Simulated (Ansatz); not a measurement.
Diatomic AgCl, closed-shell singlet (the spin of the measured ground state). No spin–orbit coupling.

D_e counts from the fitted minimum to each atom's lowest state at the same level, without counterpoise. The singlet is restricted.

Correlated levels freeze the inner cores; with def2 sets outer-core shells near the valence are correlated too. CBS(a, b) extrapolates the correlation energy as X⁻³ and adds the Hartree–Fock energy of set b.

The values were computed with Ansatz (a program for electronic structure) with Gaussian orbitals. Each number belongs to the level named beside it. In def2 rows elements past Kr take small-core potentials, without spin–orbit coupling.

```json
[
 {"level": "SVWN5/def2-TZVPP", "bond energy D_e (eV)": "…"},
 {"level": "B97M-V/def2-TZVPP", "bond energy D_e (eV)": "3.189"},
 {"level": "BHLYP/def2-TZVPP", "bond energy D_e (eV)": "2.867"},
 {"level": "CAM-B3LYP/def2-TZVPP", "bond energy D_e (eV)": "3.030"},
 {"level": "CCSD/def2-TZVPP", "bond energy D_e (eV)": "2.923"},
 {"level": "CCSD/def2-QZVPP", "bond energy D_e (eV)": "3.044"},
 {"level": "CCSD(T)/def2-TZVPP", "bond energy D_e (eV)": "3.025"},
 {"level": "CCSD(T)/def2-QZVPP", "bond energy D_e (eV)": "3.153"},
 {"level": "CCSD(T)/CBS(def2-TZVPP, def2-QZVPP)", "bond energy D_e (eV)": "3.214"}
]
```

Question: Some entries are withheld; supply them.

Answer: 
- SVWN5/def2-TZVPP, bond energy D_e (eV): 3.768
